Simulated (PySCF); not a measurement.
C₄H₉BO₃.
Z-matrix (Å and degrees, PBE0-D3(BJ)/def2-SVP geometry), rows numbered from 1:
```
C 
O   1  1.4006
B   2  1.3549  1  122.44
O   3  1.3649  2  116.93  1  -178.35
C   4  1.4063  3  120.35  2   179.39
C   5  1.5174  4  111.66  3   -26.02
C   6  1.5162  5  109.56  4    51.89
O   3  1.3704  2  120.21  1     1.18
H   1  1.1016  2  109.49  3  -124.54
H   1  1.1024  2  109.71  3   117.27
H   1  1.1009  2  112.17  3    -3.65
H   5  1.1018  4  107.98  3  -148.19
H   5  1.1063  4  109.33  3    95.86
H   6  1.1014  5  110.31  4   173.59
H   6  1.1034  5  109.72  4   -68.33
H   7  1.1014  6  111.22  5  -173.81
H   7  1.1063  6  110.05  5    67.74
```

Level: PBE0/pcSseg-1 and CAM-B3LYP/def2-SVPD in PySCF, non-relativistic, on one gas-phase PBE0-D3(BJ)/def2-SVP geometry that isn't relaxed in the solvent. The solvent is an IEF-PCM continuum (cavity from Bondi-type radii × 1.2). The model holds no explicit solvent molecules, cavitation or dispersion.

Gas phase at PBE0/pcSseg-1: HOMO -7.85 eV, LUMO 1.24 eV, dipole 2.90 D.

Problem. What does the continuum do to the energy, the frontier levels and the dipole at PBE0/pcSseg-1 in chloroform and acetone?

Solution. 
```json
{"solvent": "chloroform", "ε": "4.711", "E(solvent) − E(gas) (kcal/mol)": "-4.35", "polarisation term (kcal/mol)": "-4.85", "distortion of the solute (kcal/mol)": "0.50", "HOMO (eV)": "-7.96", "LUMO (eV)": "1.47", "dipole (D)": "3.45"}
{"solvent": "acetone", "ε": "20.49", "E(solvent) − E(gas) (kcal/mol)": "-5.88", "polarisation term (kcal/mol)": "-6.81", "distortion of the solute (kcal/mol)": "0.93", "HOMO (eV)": "-8.01", "LUMO (eV)": "1.53", "dipole (D)": "3.64"}
```

The polarisation term is half the interaction of the solute with the surface charges that it induces; the rest is the cost of distorting the solute's density. The sum is the electrostatic part of solvation alone. From chloroform to acetone the lowering changes by a factor 1.35, Onsager's factor (ε − 1)/(2ε + 1) by 1.30 and ε itself by 4.3.

Problem. Which radius a makes the point-dipole formula ΔE = −[(ε − 1)/(2ε + 1)]·μ²/a³ give the value in acetone, with the gas-phase dipole?

Solution. μ = 1.141 au and |ΔE| = 0.00937 Eh give a = 2.12 Å; the farthest nucleus lies 3.82 Å from the centroid of the nuclei, so such a sphere wouldn't even hold the nuclei. The formula assumes a rigid point dipole at the centre of a sphere.

Problem. Which IAO charges (PBE0/pcSseg-1) respond most in acetone (means over atoms taken as equivalent)?

Solution. 
```tsv
atoms	environment	gas (e)	solvent (e)	change
O2	boron-bound oxygen	-0.408	-0.428	-0.020
O4/O8	boron-bound oxygen	-0.430	-0.444	-0.014
H14/H15	methylene hydrogen	+0.143	+0.151	+0.008
H12/H13/H16/H17	methylene hydrogen	+0.137	+0.145	+0.008
H9/H10/H11	methyl hydrogen	+0.139	+0.145	+0.006
C1	methoxy carbon	-0.193	-0.198	-0.005
```

Problem. Which Mayer bond orders change most in acetone?

Solution. 
```
 bond  length (Å)    gas  solvent  change
O4–C5       1.406  0.895    0.869  -0.026
C7–O8       1.409  0.884    0.865  -0.019
C1–O2       1.401  0.898    0.881  -0.017
O8–B3       1.370  1.076    1.091  +0.015
B3–O4       1.365  1.126    1.134  +0.008
O2–B3       1.355  1.180    1.174  -0.006
C5–C6       1.517  1.040    1.046  +0.006
C6–C7       1.516  1.039    1.044  +0.005
```

Gas phase at CAM-B3LYP/def2-SVPD: HOMO -9.38 eV, LUMO 0.95 eV, dipole 2.88 D.

Problem. What does the continuum do to the energy, the frontier levels and the dipole at CAM-B3LYP/def2-SVPD in acetone?

Solution. 
| solvent | ε | E(solvent) − E(gas) (kcal/mol) | polarisation term (kcal/mol) | distortion of the solute (kcal/mol) | HOMO (eV) | LUMO (eV) | dipole (D) |
| --- | --- | --- | --- | --- | --- | --- | --- |
| acetone | 20.49 | -5.56 | -6.60 | 1.04 | -9.50 | 0.96 | 3.72 |

The atom shares or the degeneracy of the LUMO differ from the gas phase in acetone, so that column needn't follow one orbital.

Problem. How does the static polarisability (CAM-B3LYP/def2-SVPD, frozen core, with the continuum's full static response) change?

Solution. 
```csv
medium,isotropic (au),principal values (au),⟨r²⟩ of the electrons (bohr²)
gas,69.8,"58.5, 67.2, 83.8",1026.5
acetone,88.7,"77.9, 87.7, 100.5",1024.9
```

The isotropic value in acetone is 1.27 times the gas-phase one; no cavity-field correction is applied. ⟨r²⟩ is taken about the centre of nuclear charge.
